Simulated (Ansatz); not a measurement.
Start from `[SiH3][CH2][SbH2]` and change one atom or group to get `C[CH2][SbH2]`.

Ansatz, PBE0-D4/def2-TZVP geometries, multiplicity 1. 

Elements past krypton have def2 core potentials.  Spin–orbit coupling is left out; it splits and shifts lone-pair levels of the heavy atoms by tenths of an eV.

| property | `[SiH3][CH2][SbH2]` |
| --- | --- |
| LUMO energy (PBE0/def2-TZVPP) / eV | -0.54 |
| HOMO–LUMO gap (ωB97M-V/def2-TZVPP) / eV | 10.19 |
| HOMO energy (B3LYP/def2-TZVPP) / eV | -6.92 |
| size of the dipole moment (PBE/def2-TZVPP) / D | 1.07 |
| LUMO energy (ωB97M-V/def2-TZVPP) / eV | 1.05 |
| zero-point energy (PBE0-D4/def2-TZVP) / kJ/mol | 170.9 |

Problem. What does the change do to each property? (An estimate is asked.)

Solution. The calculation gave: 
```
                                      property  `C[CH2][SbH2]`  shift
            LUMO energy (PBE0/def2-TZVPP) / eV           -0.20   0.34
       HOMO–LUMO gap (ωB97M-V/def2-TZVPP) / eV           10.36   0.17
           HOMO energy (B3LYP/def2-TZVPP) / eV           -6.74   0.18
size of the dipole moment (PBE/def2-TZVPP) / D            0.93  -0.14
         LUMO energy (ωB97M-V/def2-TZVPP) / eV            1.37   0.32
zero-point energy (PBE0-D4/def2-TZVP) / kJ/mol           206.4   35.5
```

With PBE0 the HOMO rises by 0.18 eV and the LUMO rises by 0.34 eV, so the gap widens by about 0.16 eV. PBE moves the HOMO by 0.20 eV and ωB97M-V by 0.15 eV. Dipoles are sizes alone; their direction can turn.

B3LYP here is the variant with VWN-RPA as its local correlation; programs differ in this.
